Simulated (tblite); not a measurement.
C7H4N (SMILES N#Cc1c[c]ccc1), doublet, geometry from GFN2-xTB; tblite 0.6.0 with GFN1-xTB.

Input for tblite:
```
$ tblite run mol.xyz --method gfn1 --charge 0 --spin 1 --etemp 2000 --json tblite.json --no-restart

# file mol.xyz
12

N      3.12695017     0.17847810    -0.06050207
C      1.98232424     0.11014393    -0.03848908
C      0.57465005     0.00976876    -0.01214601
C     -0.02260068    -1.26470428    -0.05592038
C     -1.37978701    -1.30348574    -0.02793518
C     -2.20234233    -0.21683998     0.03854687
C     -1.60073616     1.04160324     0.08151083
C     -0.22394564     1.15050894     0.05622447
H      0.59319330    -2.14938652    -0.10886638
H     -3.27715040    -0.31144000     0.05785957
H     -2.21698202     1.92699796     0.13449851
H      0.24691311     2.12251269     0.08927376
```

Output, abridged:

```
xTB calculator
 | screened Coulomb repulsion
 | Coulomb electrostatics
 |  * isotropic Klopman-Ohno-Mataga-Nishimoto electrostatics
 |  * onsite third-order electrostatics
 | DFT-D3(BJ) dispersion correction

halogen bonding energy    0.0000000000000E+00 Eh
repulsion energy          3.9751764462089E-01 Eh
dispersion energy        -5.5917051785855E-03 Eh
number of electrons       3.7000000000000E+01 e
integral cutoff           1.9731147476801E+01 bohr

------------------------------------------------------------
  cycle        total energy    energy error   density error
------------------------------------------------------------
      1     -19.84090683508  -2.0232833E+01   7.3762497E-01
      2     -19.94780102784  -1.0689419E-01   4.6904466E-01
      3     -19.94804806904  -2.4704120E-04   2.5237181E-01
      4     -19.99002331324  -4.1975244E-02   1.4110393E-02
      5     -19.99065103501  -6.2772177E-04   1.8553529E-03
      6     -19.99065621372  -5.1787121E-06   5.5774036E-04
      7     -19.99065665659  -4.4286986E-07   5.3762650E-05
      8     -19.99065665972  -3.1307898E-09   1.9919199E-05
------------------------------------------------------------

electronic energy        -2.0382582599160E+01 Eh
total energy             -1.9990656659718E+01 Eh

Post processing:
 | Mayer-Wiberg bond orders

[Info] JSON dump of results written to 'tblite.json'
```
